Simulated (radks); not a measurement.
Numerical settings for the gold ion Au+, [Xe] 4f14 5d10. Method: non-relativistic Kohn-Sham, LDA (Slater exchange, Perdew-Wang correlation), spin-polarised, spherical densities, point nucleus; relativity is left out, which matters for an element this heavy; computed with a radial shooting solver on a logarithmic mesh with Libxc functionals. The defaults (mesh step 0.008 in ln r, mesh end at 40 bohr or more with all orbitals vanishing there, Anderson mixing 0.5 over 9 steps, residual threshold near 1e-9 with the energy settled to 1e-9 hartree or 1e-11 of itself, here a cap of 74 iterations) give E = -17860.478 hartree and 5d at -16.116 eV in 16 iterations. Times are rough (one thread of a shared host). Changes against that run (0 stands for a change within the tolerance of the run):

setting                     iterations  converged  E (mhartree)  e(5d) (meV)  CPU (s)
mesh step in ln r 0.12               4         no      diverged            -     0.01
mesh step in ln r 0.005             16        yes             0            0     0.34
mesh step in ln r 0.05              16        yes        +0.262     -0.00853     0.05
mesh end (bohr) 20                  16        yes             0            0     0.21
mesh end (bohr) 3                   13        yes          +841    +9.28e+03     0.18
residual threshold 1e-16            74         no             0            0     0.52
residual threshold 0.001            10        yes             0        +0.19     0.16
mixing 1                            14        yes             0            0      0.2
linear mixing, mixing 0.8           74         no     +1.96e+04    +1.16e+04      1.9
linear mixing, mixing 0.05          74         no       +0.0838         -171     0.89
mixing history 2                    23        yes             0            0     0.28
iteration cap 8                      8         no      +0.00197        +14.2     0.14

Settings that end as converged yet miss the energy by more than 1 mhartree: mesh end (bohr) 3 (+0.841 hartree). A mesh that ends early acts as a hard wall.
